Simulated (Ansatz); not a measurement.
Li7⁻ (the lowest singlet isomer of a short search), 7 atoms. Hardware: 4 threads of Arm Neoverse V2 on a shared host.

Correlated methods freeze no core orbitals; core or outer-core shells of Li are correlated, in sets that lack core-valence functions.

How many basis functions does each of these Ansatz runs have, and roughly what does it cost? HF/STO-3G, charge -1 singlet, energy; B3LYP/6-31G, charge -1 singlet, energy; r2SCAN/def2-TZVPD, charge 0 doublet at the geometry of the charge -1 singlet, energy, from earlier orbitals; B3LYP/def2-TZVPD, charge -1 singlet, energy, from earlier orbitals; HSE06/def2-TZVPD, charge -1 singlet, energy, from earlier orbitals; CCSD(T)/def2-TZVPPD, charge -1 singlet, energy, from earlier orbitals; MP2/def2-TZVPD, charge -1 singlet, energy, from earlier orbitals; RPA@PBE/def2-TZVPD, charge -1 singlet, energy, from earlier orbitals; PBE0/def2-TZVPD, charge -1 triplet at the geometry of the charge -1 singlet, energy; LC-ωPBE/def2-TZVPD, charge -1 singlet, energy, from earlier orbitals; revPBE/def2-TZVPD, charge -1 singlet, energy, from earlier orbitals; PBE/def2-SVPD, charge -1 singlet, energy, from earlier orbitals.

Other jobs shared the machine, so times can vary by a factor of up to 3. A dash marks memory too small to be measured apart from the calling script's.

| run | functions | fitting or Cholesky vectors | wall time | peak host memory (GiB) |
| --- | --- | --- | --- | --- |
| HF/STO-3G, charge -1 singlet, energy | 35 | 422 | 0.1 s | – |
| MP2/def2-TZVPD, charge -1 singlet, energy, from earlier orbitals | 119 | 1323 | 0.65 s | – |
| B3LYP/6-31G, charge -1 singlet, energy | 63 | 735 | 0.7 s | – |
| PBE/def2-SVPD, charge -1 singlet, energy, from earlier orbitals | 84 | 1043 | 0.85 s | – |
| revPBE/def2-TZVPD, charge -1 singlet, energy, from earlier orbitals | 119 | 1155 | 1 s | – |
| HSE06/def2-TZVPD, charge -1 singlet, energy, from earlier orbitals | 119 | 1155 | 1.1 s | – |
| B3LYP/def2-TZVPD, charge -1 singlet, energy, from earlier orbitals | 119 | 1155 | 1.1 s | – |
| LC-ωPBE/def2-TZVPD, charge -1 singlet, energy, from earlier orbitals | 119 | 1155 | 1.4 s | – |
| RPA@PBE/def2-TZVPD, charge -1 singlet, energy, from earlier orbitals | 119 | 1323 | 2.1 s | – |
| PBE0/def2-TZVPD, charge -1 triplet at the geometry of the charge -1 singlet, energy | 119 | 1155 | 5.5 s | – |
| r2SCAN/def2-TZVPD, charge 0 doublet at the geometry of the charge -1 singlet, energy, from earlier orbitals | 119 | 1155 | 9 s | – |
| CCSD(T)/def2-TZVPPD, charge -1 singlet, energy, from earlier orbitals | 154 | 1274 | 17 s | 1.4 |
